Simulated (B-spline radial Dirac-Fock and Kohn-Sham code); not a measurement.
## EELS cross sections of the Cr L2 edge

System: the free chromium atom, configuration [Ar] 3d5 4s1. Model: the first Born approximation with generalised oscillator strengths from a Dirac-Hartree-Slater potential (longitudinal and transverse terms; continuum final states only, so no white lines or fine structure). Program: a radial atomic solver. The edge is taken at 583.8 eV (tabulated value).

Input of the calculation (task.json; shells as n, l, electrons):

```json
{"items": [{
  "Z": 24,
  "q": 0,
  "cfg": [[1, 0, 2], [2, 0, 2], [2, 1, 6], [3, 0, 2], [3, 1, 6], [3, 2, 5], [4, 0, 1]],
  "A": 52,
  "rrms": 3.6452,
  "do": "eels",
  "beams": [[60, 5], [60, 20], [60, 100], [80, 10], [80, 20], [80, 50], [100, 5], [120, 50], [200, 5], [200, 20], [300, 5], [300, 10], [300, 20], [300, 50]],
  "edges": {"L2": 583.8}
}]}
```

Command: `python xray2_run.py task.json out`

Partial cross sections σ(β, Δ) in barn, integrated over a window Δ above the edge and up to the collection semi-angle β, for parallel illumination:

```
E₀ (kV)  β (mrad)  Δ = 25 eV  Δ = 50 eV  Δ = 100 eV  Δ = 200 eV  Δ = 300 eV
     60         5        165        308         521         776         910
     60        20        682       1300        2260        3530        4280
     60       100       1160       2240        4000        6540        8250
     80        10        399        757        1310        2010        2410
     80        20        640       1220        2140        3350        4080
     80        50        898       1730        3070        4940        6150
    100         5        209        395         674        1020        1210
    120        50        737       1420        2530        4100        5130
    200         5        249        473         819        1260        1520
    200        20          ?          ?           ?           ?           ?
    300         5        266        507         883        1380        1670
    300        10        372        712        1250        1980        2430
    300        20        458        882        1560        2510        3110
    300        50        506        978        1750        2850        3600
```

Q: Give the row for 200 kV and 20 mrad.

A: 501 b for 25 eV, 961 b for 50 eV, 1700 b for 100 eV, 2710 b for 200 eV, 3340 b for 300 eV.
